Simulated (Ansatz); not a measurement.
Reaction (ligand exchange at a Ge–C bond): `C=[C]([GeH3])Br` + H₂S → `[SH][GeH3]` + `C=CBr`

Computed with Ansatz on PBE0-D4/def2-TZVP structures; ΔE is electronic, products minus reactants. CCSD(T)/CBS is the MP2 limit (def2-TZVPP, def2-QZVPP) plus CCSD(T) − MP2 in def2-TZVPP, frozen cores. This one scheme is used for every species. Functionals use def2-TZVPP. For Br, Ge outer-core shells are correlated without core-valence functions, which leaves a few kJ/mol of doubt a bond. Scalar relativity is left out up to krypton.

```json
{"level": "r2SCAN", "ΔE (kcal/mol)": "-13.4"}
{"level": "MP2/def2-QZVPP", "ΔE (kcal/mol)": "-11.0"}
{"level": "HF/CBS(def2)", "ΔE (kcal/mol)": "-15.3"}
{"level": "CCSD/CBS(def2)", "ΔE (kcal/mol)": "-11.8"}
```

Q: What does CCSD(T)/CBS give? (Best estimate.)

A: Computed: -11.3 kcal/mol. The listed levels differ from it by -2.1, 0.3, -4.0, -0.5 kcal/mol.

Largest T1 diagnostic among the species: 0.011.

The D4 term adds +1.4 kcal/mol with B3LYP and +0.8 kcal/mol with PBE0; it sums over pairs of atoms, weighted by their polarisabilities, and B3LYP, whose exchange is more repulsive, gets the larger term. In def2-TZVPP, CCSD(T) changes the Hartree–Fock value by +4.1 kcal/mol (the triples alone add +0.5 kcal/mol) and MP2 by +4.4 kcal/mol.

B3LYP here is the variant with VWN-RPA as its local correlation; programs differ in this.
